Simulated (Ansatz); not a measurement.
`Cl[SiH]1C[SiH2]1`, relaxed with RKS PBE0-D4/def2-TZVP in Ansatz 0.2.0 from a PBE-D4/def2-SVP geometry. The force threshold is 0.005 eV/Å; the program also tests the step.

The species carries charge 0 and has multiplicity 1.

Start:

```xyz
9

Cl   -1.155    2.641   -0.094
Si   -0.470    0.851    0.725
C     0.997    0.031   -0.162
Si   -0.556   -1.093   -0.447
H    -0.402    0.956    2.218
H     1.813   -0.364    0.472
H     1.398    0.530   -1.064
H    -1.077   -1.108   -1.852
H    -0.550   -2.444    0.205
```

By how much does the energy fall, and how many steps does the optimiser take? (Best estimate.)

Ansatz gave: 1.01 kcal/mol, in 8 steps.

Which bonds change most? (An estimate is asked.)

The calculation gave: Cl1–Si2 from 2.083 to 2.051 Å; Si2–Si4 from 2.271 to 2.242 Å; C3–Si4 from 1.938 to 1.912 Å; Si2–C3 from 1.900 to 1.877 Å.

Give the relaxed structure. (Best estimate.)

Ansatz gave: 
```xyz
9

Cl   -1.119    2.622   -0.073
Si   -0.469    0.841    0.711
C     0.982    0.031   -0.162
Si   -0.549   -1.078   -0.445
H    -0.407    0.934    2.186
H     1.792   -0.352    0.456
H     1.366    0.527   -1.052
H    -1.050   -1.120   -1.837
H    -0.546   -2.406    0.216
```
